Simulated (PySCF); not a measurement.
**Nuclear quadrupole coupling in `CSc1ccncc1`**

Species: C6H7NS.
Atom-mapped SMILES: `[CH3:1][S:2][c:3]1[cH:4][cH:5][n:6][cH:7][cH:8]1` (hydrogens: H9, H10, H11 on C1; H12 on C4; H13 on C5; H14 on C7; H15 on C8)

Geometry (PBE0-D3(BJ)/def2-TZVP, Å), atoms numbered from 1 in this order:
```xyz
15
C6H7NS angstrom
C      2.6923    0.2724   -0.1324
S      1.6357   -1.1558   -0.3617
C      0.0331   -0.5134   -0.1121
C     -1.0389   -1.4029   -0.2010
C     -2.3207   -0.9250   -0.0107
N     -2.6132    0.3462    0.2573
C     -1.5875    1.1828    0.3397
C     -0.2605    0.8174    0.1668
H      2.5916    0.6857    0.8716
H      3.7111   -0.0928   -0.2621
H      2.4963    1.0408   -0.8810
H     -0.8725   -2.4524   -0.4144
H     -3.1636   -1.6073   -0.0771
H     -1.8298    2.2198    0.5580
H      0.5132    1.5682    0.2510
```

Field gradients from the PBE0/pcSseg-2 density (PySCF, non-relativistic), principal values in atomic units, ordered |Vxx| ≤ |Vyy| ≤ |Vzz|:

| atom | Vxx | Vyy | Vzz |
| --- | --- | --- | --- |
| S2 | 0.2758 | 2.2949 | -2.5707 |
| N6 | 0.3415 | 0.7170 | -1.0585 |

**Question.** Find the asymmetry η = (Vxx − Vyy)/Vzz and the couplings χ = eQV/h (234.96 MHz × Q in barn × V in au), with Q(33S) = −0.0678 b, Q(14N) = 0.02044 b.

**Answer.** 
```csv
atom,environment,nucleus,η,χzz (MHz),χxx (MHz),χyy (MHz)
S2,sulfide sulfur,33S,0.79,40.95,-4.39,-36.56
N6,pyridine-type nitrogen,14N,0.35,-5.08,1.64,3.44
```

**Question.** What is Vzz at N6 in SI units (1 au = 9.71736 × 10²¹ V/m²)?

**Answer.** -1.0585 au = -10.286 × 10²¹ V/m².

**Question.** And the gradient at the other heavy atoms, for which no coupling is worked out here?

**Answer.** 
| atom | environment | Vzz (au) | η |
| --- | --- | --- | --- |
| C1 | S-methyl carbon | 0.252 | 0.04 |
| C3 | substituted aromatic carbon | -0.336 | 0.85 |
| C4 | aromatic CH carbon | 0.261 | 0.31 |
| C5 | aromatic CH next to a ring nitrogen | 0.365 | 0.33 |
| C7 | aromatic CH next to a ring nitrogen | 0.369 | 0.28 |
| C8 | aromatic CH carbon | 0.249 | 0.27 |

Were the hydrogens deuterons (Q(2H) = 0.00286 b), χzz would run from 190 kHz (H11 and H9) to 201 kHz (H15).

One conformer (not necessarily the lowest) at the PBE0-D3(BJ)/def2-TZVP geometry, without solvent, vibrations or thermal averaging.
